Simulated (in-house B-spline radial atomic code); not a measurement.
Ionisation energies along the 23-electron series, configuration [Ar] 3d5, as differences of self-consistent energies. Dirac energy differences include first-order Breit, QED and recoil terms. NIST's values go from ground level to ground level; the uncertainty of those that are theory runs from under 0.1 % in few-electron ions to several per cent in heavy many-electron ones. Computed with an all-electron radial atomic-structure program (B-spline basis): Dirac-Hartree-Fock, average of the configuration, finite nuclei.

```tsv
ion	configuration after	ionisation energy (eV)	IE/(q+1)² (eV)	Breit and QED recoil part (eV)	tabulated value (eV)	tabulated kind	computed minus tabulated (eV)
Ba33+	[Ar] 3d4	2148.6	1.8586	-0.92431	2142	tabulated theory	7
La34+	[Ar] 3d4	2266.2	1.8499	-1.0071	2259	tabulated theory	7
Ce35+	[Ar] 3d4	2386.8	1.8417	-1.0944	2378	tabulated theory	9
Pr36+	[Ar] 3d4	2510.6	1.8339	-1.1865	2501	tabulated theory	10
Nd37+	[Ar] 3d4	?	?	?	?	tabulated theory	?
Pm38+	[Ar] 3d4	?	?	?	?	tabulated theory	?
Sm39+	[Ar] 3d4	2900.3	1.8127	-1.4922	2887	tabulated theory	13
Eu40+	[Ar] 3d4	3036.4	1.8063	-1.6044	3022	tabulated theory	14
Gd41+	[Ar] 3d4	3175.6	1.8002	-1.722	3160	tabulated theory	16
Tb42+	[Ar] 3d4	3317.9	1.7944	-1.845	3300	tabulated theory	18
Dy43+	[Ar] 3d4	?	?	?	?	tabulated theory	?
Ho44+	[Ar] 3d4	3611.8	1.7836	-2.1079	3592	tabulated theory	20
```

**Question.** Fill in the row of Nd37+.

**Answer.** ionisation energy (eV): 2637.4; IE/(q+1)² (eV): 1.8265; Breit and QED recoil part (eV): -1.2834; tabulated value (eV): 2627; computed minus tabulated (eV): 10.

**Question.** Fill in the row of Pm38+.

**Answer.** ionisation energy (eV): 2767.3; IE/(q+1)² (eV): 1.8194; Breit and QED recoil part (eV): -1.3853; tabulated value (eV): 2755; computed minus tabulated (eV): 12.

**Question.** Fill in the row of Dy43+.

**Answer.** ionisation energy (eV): 3463.3; IE/(q+1)² (eV): 1.7889; Breit and QED recoil part (eV): -1.9736; tabulated value (eV): 3445; computed minus tabulated (eV): 18.

Where a p, d or f electron is removed, the computed value is a mean over both j, so it misses the tabulated one by a part of the spin-orbit splitting; averaging over terms and missing correlation add to the gap, relatively most at low charge.
